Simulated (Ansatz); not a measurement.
`O[SiH](Cl)Cl` + H• → `[O][SiH](Cl)Cl`• + H₂  (hydrogen abstraction from the O–H bond)

Gas-phase electronic energies from Ansatz, PBE0-D4/def2-TZVP geometries. CCSD(T)/CBS adds triple-zeta CCSD(T) − MP2 to the extrapolated MP2 energy (def2 sets, frozen cores). This one scheme is used for every species, atoms too. Functionals use def2-TZVPP. No spin–orbit coupling; open shells (•) take unrestricted orbitals. One conformer a species, not always the lowest.

Is it downhill or uphill in electronic energy at CCSD(T)/CBS, and by how much? (Best estimate.)

Computed: Uphill: ΔE = +90.5 kJ/mol.

What do these levels give: BHLYP-D4, BLYP, CAM-B3LYP, HF/def2-SVP, HF/def2-TZVPP, HF/def2-QZVPP? (Best estimate.)

Ansatz gave: BHLYP-D4 61.6, BLYP 55.3, CAM-B3LYP 75.7, HF/def2-SVP 54.1, HF/def2-TZVPP 46.2, HF/def2-QZVPP 46.1 kJ/mol.

Largest T1 diagnostic among the species: 0.014.

In def2-TZVPP, CCSD(T) changes the Hartree–Fock value by +37.1 kJ/mol (the triples alone add +5.7 kJ/mol) and MP2 by +78.8 kJ/mol. Leaving LDA and LC-ωPBE aside and taking each functional with its dispersion term where it has one, the values, not all of them listed here, spread over 39.5 kJ/mol, from BLYP-D4 to PBE-QIDH. LDA lies +33.0 kJ/mol from PBE without D4. From BLYP to BHLYP (50 % exact exchange), in def2-TZVPP and without D4, ΔE moves by +4.6 kJ/mol.
